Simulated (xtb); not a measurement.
Input file for xtb: GFN2-xTB on CH5NSn (SMILES [CH3][Sn][NH2]), a point of a torsion scan.

```
$ xtb mol.xyz --gfn 2 --sp --chrg 0 --uhf 0
8

C      1.32012474    -0.12448543     0.14535859
Sn    -0.19487104     1.50991814     0.55162105
N     -1.79585241     0.38139694    -0.14233684
H      1.50458492    -0.15722239    -0.92923759
H      2.28287738     0.02721696     0.63461155
H      0.95477267    -1.10925841     0.43422751
H     -2.06060578    -0.50830018     0.25592224
H     -2.66985355     0.87100609    -0.30202673
```

It printed:

```
[...]
           -------------------------------------------------
          |                Calculation Setup                |
           -------------------------------------------------



           -------------------------------------------------
          |                 G F N 2 - x T B                 |
           -------------------------------------------------

        Reference                      10.1021/acs.jctc.8b01176
      * Hamiltonian:
        H0-scaling (s, p, d)           1.850000    2.230000    2.230000
        zeta-weighting                 0.500000
      * Dispersion:
        s8                             2.700000
        a1                             0.520000
        a2                             5.000000
        s9                             5.000000
      * Repulsion:
        kExp                           1.500000    1.000000
        rExp                           1.000000
      * Coulomb:
        alpha                          2.000000
        third order                    shell-resolved
        anisotropic                    true
        a3                             3.000000
        a5                             4.000000
        cn-shift                       1.200000
        cn-exp                         4.000000
        max-rad                        5.000000


          ...................................................
          :                      SETUP                      :
          :.................................................:
          :  # basis functions                  23          :
          :  # atomic orbitals                  22          :
          :  # shells                           12          :
          :  # electrons                        18          :
          :  max. iterations                   250          :
          :  Hamiltonian                  GFN2-xTB          :
          :  restarted?                      false          :
          :  GBSA solvation                  false          :
          :  PC potential                    false          :
          :  electronic temp.          300.0000000     K    :
          :  accuracy                    1.0000000          :
          :  -> integral cutoff          0.2500000E+02      :
          :  -> integral neglect         0.1000000E-07      :
          :  -> SCF convergence          0.1000000E-05 Eh   :
          :  -> wf. convergence          0.1000000E-03 e    :
          :  Broyden damping             0.4000000          :
          :  net charge                          0          :
          :  unpaired electrons                  0          :
          ...................................................

 iter      E             dE          RMSdq      gap      omega  full diag
   1     -8.2680825 -0.826808E+01  0.203E+01    1.37       0.0  T
   2     -8.8814438 -0.613361E+00  0.219E+01    6.63       1.0  T
   3     -9.5377531 -0.656309E+00  0.694E+00    4.04       1.0  T
   4     -9.6194713 -0.817182E-01  0.599E+00    3.68       1.0  T
   5     -9.6242289 -0.475759E-02  0.545E+00    3.81       1.0  T
   6     -9.7689216 -0.144693E+00  0.650E+00    2.39       1.0  T
   7     -9.7849764 -0.160548E-01  0.509E+00    2.55       1.0  T
   8     -9.7943067 -0.933025E-02  0.145E+00    2.91       1.0  T
   9     -9.7949978 -0.691097E-03  0.297E-01    2.87       1.0  T
  10     -9.7949978 -0.724275E-07  0.229E-01    2.83       1.0  T
  11     -9.7950604 -0.625926E-04  0.464E-02    2.85       1.0  T
  12     -9.7950668 -0.640570E-05  0.349E-02    2.85       1.0  T
  13     -9.7950669 -0.571061E-07  0.154E-02    2.86       2.3  T
  14     -9.7950673 -0.377482E-06  0.617E-03    2.86       5.7  T
  15     -9.7950674 -0.811080E-07  0.970E-04    2.85      36.5  T
  16     -9.7950674 -0.182218E-08  0.133E-04    2.85     266.5  T

   *** convergence criteria satisfied after 16 iterations ***

         #    Occupation            Energy/Eh            Energy/eV
      -------------------------------------------------------------
         1        2.0000           -0.7800285             -21.2257
       ...           ...                  ...                  ...
         3        2.0000           -0.5409689             -14.7205
         4        2.0000           -0.4803340             -13.0706
         5        2.0000           -0.4394616             -11.9584
         6        2.0000           -0.4355228             -11.8512
         7        2.0000           -0.4183735             -11.3845
         8        2.0000           -0.3727199             -10.1422
         9        2.0000           -0.3470290              -9.4431 (HOMO)
        10                         -0.2421290              -6.5887 (LUMO)
        11                         -0.1453361              -3.9548
        12                         -0.1284621              -3.4956
        13                         -0.0595951              -1.6217
        14                         -0.0546930              -1.4883
       ...                                ...                  ...
        22                          0.4717839              12.8379
      -------------------------------------------------------------
                  HL-Gap            0.1049000 Eh            2.8545 eV
             Fermi-level           -0.2945790 Eh           -8.0159 eV

 SCC (total)                   0 d,  0 h,  0 min,  0.005 sec
 SCC setup                      ...        0 min,  0.000 sec (  1.757%)
 Dispersion                     ...        0 min,  0.000 sec (  0.713%)
 classical contributions        ...        0 min,  0.000 sec (  0.320%)
 integral evaluation            ...        0 min,  0.001 sec ( 13.782%)
 iterations                     ...        0 min,  0.003 sec ( 57.788%)
 molecular gradient             ...        0 min,  0.001 sec ( 23.710%)
 printout                       ...        0 min,  0.000 sec (  1.747%)

         :::::::::::::::::::::::::::::::::::::::::::::::::::::
         ::                     SUMMARY                     ::
         :::::::::::::::::::::::::::::::::::::::::::::::::::::
         :: total energy              -9.702897621459 Eh    ::
         :: gradient norm              0.011000221048 Eh/a0 ::
         :: HOMO-LUMO gap              2.854475062956 eV    ::
         ::.................................................::
         :: SCC energy                -9.795066625737 Eh    ::
         :: -> isotropic ES            0.017562956023 Eh    ::
         :: -> anisotropic ES          0.006364074424 Eh    ::
         :: -> anisotropic XC          0.002980570206 Eh    ::
         :: -> dispersion             -0.003715754965 Eh    ::
         :: repulsion energy           0.092169004278 Eh    ::
         :: add. restraining           0.000000000000 Eh    ::
         :: total charge              -0.000000000000 e     ::
         :::::::::::::::::::::::::::::::::::::::::::::::::::::

           -------------------------------------------------
          |                Property Printout                |
           -------------------------------------------------

    * Orbital Energies and Occupations

         #    Occupation            Energy/Eh            Energy/eV
      -------------------------------------------------------------
         1        2.0000           -0.7800285             -21.2257
         2        2.0000           -0.5617616             -15.2863
         3        2.0000           -0.5409689             -14.7205
         4        2.0000           -0.4803340             -13.0706
         5        2.0000           -0.4394616             -11.9584
         6        2.0000           -0.4355228             -11.8512
         7        2.0000           -0.4183735             -11.3845
         8        2.0000           -0.3727199             -10.1422
Note: The following floating-point exceptions are signalling: IEEE_UNDERFLOW_FLAG IEEE_DENORMAL
normal termination of xtb
         9        2.0000           -0.3470290              -9.4431 (HOMO)
        10                         -0.2421290              -6.5887 (LUMO)
        11                         -0.1453361              -3.9548
        12                         -0.1284621              -3.4956
        13                         -0.0595951              -1.6217
        14                         -0.0546930              -1.4883
        15                         -0.0218185              -0.5937
        16                          0.0272211               0.7407
        17                          0.1370752               3.7300
        18                          0.2194024               5.9702
        19                          0.2324538               6.3254
        20                          0.2614757               7.1151
       ...                                ...                  ...
        22                          0.4717839              12.8379
      -------------------------------------------------------------
                  HL-Gap            0.1049000 Eh            2.8545 eV
             Fermi-level           -0.2945790 Eh           -8.0159 eV

     #   Z          covCN         q      C6AA      α(0)
     1   6 C        3.625    -0.205    25.058     7.213
     2  50 Sn       1.673     0.249   456.919    45.962
     3   7 N        2.539    -0.423    31.063     8.277
     4   1 H        0.925     0.036     2.506     2.475
     5   1 H        0.924     0.020     2.740     2.589
     6   1 H        0.925     0.037     2.495     2.470
     7   1 H        0.861     0.150     1.402     1.855
     8   1 H        0.861     0.137     1.492     1.913

 Mol. C6AA /au·bohr⁶  :       1497.563647
 Mol. C8AA /au·bohr⁸  :      99044.695069
 Mol. α(0) /au        :         72.754329


Wiberg/Mayer (AO) data.
largest (>0.10) Wiberg bond orders for each atom

 ---------------------------------------------------------------------------
     #   Z sym  total        # sym  WBO       # sym  WBO       # sym  WBO
 ---------------------------------------------------------------------------
     1   6 C    3.943 --     2 Sn   1.046     5 H    0.967     6 H    0.958
                             4 H    0.952
     2  50 Sn   2.467 --     3 N    1.269     1 C    1.046
     3   7 N    3.200 --     2 Sn   1.269     8 H    0.960     7 H    0.950
     4   1 H    0.999 --     1 C    0.952
     5   1 H    1.000 --     1 C    0.967
     6   1 H    0.999 --     1 C    0.958
     7   1 H    0.978 --     3 N    0.950
     8   1 H    0.981 --     3 N    0.960
 ---------------------------------------------------------------------------

Topologies differ in total number of bonds
Writing topology from bond orders to xtbtopo.mol

molecular dipole:
                 x           y           z       tot (Debye)
 q only:       -0.189       0.449       0.302
   full:       -0.203       0.742       0.555       2.412
molecular quadrupole (traceless):
                xx          xy          yy          xz          yz          zz
 q only:       -1.050       0.228       2.027      -0.800       0.892      -0.977
  q+dip:       -0.397      -0.251       3.713      -1.384       2.287      -3.316
   full:       -1.519       0.335       2.194      -1.725       0.088      -0.675


           -------------------------------------------------
          | TOTAL ENERGY               -9.702897621459 Eh   |
          | GRADIENT NORM               0.011000221048 Eh/α |
          | HOMO-LUMO GAP               2.854475062956 eV   |
           -------------------------------------------------

------------------------------------------------------------------------
------------------------------------------------------------------------
 total:
 SCF:
```

The run finished.

Cost: roughly 0.03 core-seconds.
